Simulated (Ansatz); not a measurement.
Species: TaH5, net charge 1, doublet state. The spin state was set by rule; other spins were not relaxed. 
Structure (B3LYP-D3(BJ)/def2-TZVP (Ansatz, a first-principles code) minimum search):
```
Ta
H 1 1.7341
H 1 1.7451 2 106.36
H 1 1.7451 2 106.36 3 121.53
H 2 1.8458 1 68.26 3 119.24
H 5 0.8031 2 132.73 1 0.00
```
Charge +1, spin multiplicity 2.

Basis-set convergence of Hartree-Fock and CCSD correlation energies (hartree) with Ansatz. Correlated levels leave the core frozen unless marked. UHF or UKS for open shells. No spin-orbit coupling. The frozen core is the preceding noble-gas configuration, with the filled d and f shells of earlier blocks. Past Kr the def2 sets carry scalar-relativistic core potentials.

| basis | functions | E(HF) | E(corr, CCSD) |
|---|---|---|---|
| def2-SVP | 57 | -58.88400 | -0.17261 |
| def2-TZVPP | 126 | -58.91400 | -0.19764 |
| def2-QZVPP | 231 | -58.91875 | -0.20367 |

Extrapolating the two largest sets (X = 3 and 4) as X^-3: E(corr) = (64·(-0.20367) - 27·(-0.19764))/37 = -0.2081 Eh, an estimate of the basis-set limit. The largest set recovers 97.9 % of it, the smallest 83.0 %.
